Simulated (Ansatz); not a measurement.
Reaction (ligand exchange at the Si–O bond): `CO[SiH2][AlH2]` + `O[SiH3]` → `[AlH2][SiH2]O[SiH3]` + CH₃OH

Computed with Ansatz on PBE0-D4/def2-TZVP structures; ΔE is electronic, products minus reactants. CCSD(T)/CBS is the MP2 limit (def2-TZVPP, def2-QZVPP) plus CCSD(T) − MP2 in def2-TZVPP, frozen cores. This one scheme is used for every species. Functionals use def2-TZVPP. One conformer a species, not always the lowest.

```
             level  ΔE (kJ/mol)  difference from CCSD(T)/CBS
         r2SCAN-D4        -12.2                          2.1
           PBE0-D4        -13.7                          0.6
            B2PLYP        -13.0                          1.3
     HF/def2-TZVPP        -19.7                         -5.4
SCS-MP2/def2-TZVPP        -13.9                          0.4
CCSD(T)/def2-TZVPP        -13.6                          0.7
    MP2/def2-QZVPP        -13.0                          1.3
      HF/CBS(def2)        -20.9                         -6.6
     MP2/CBS(def2)        -13.0                          1.3
    CCSD/CBS(def2)        -15.6                         -1.3
       CCSD(T)/CBS        -14.3                            0
```

Largest T1 diagnostic among the species: 0.012.

In def2-TZVPP, CCSD(T) changes the Hartree–Fock value by +6.2 kJ/mol (the triples alone add +1.3 kJ/mol) and MP2 by +7.5 kJ/mol.
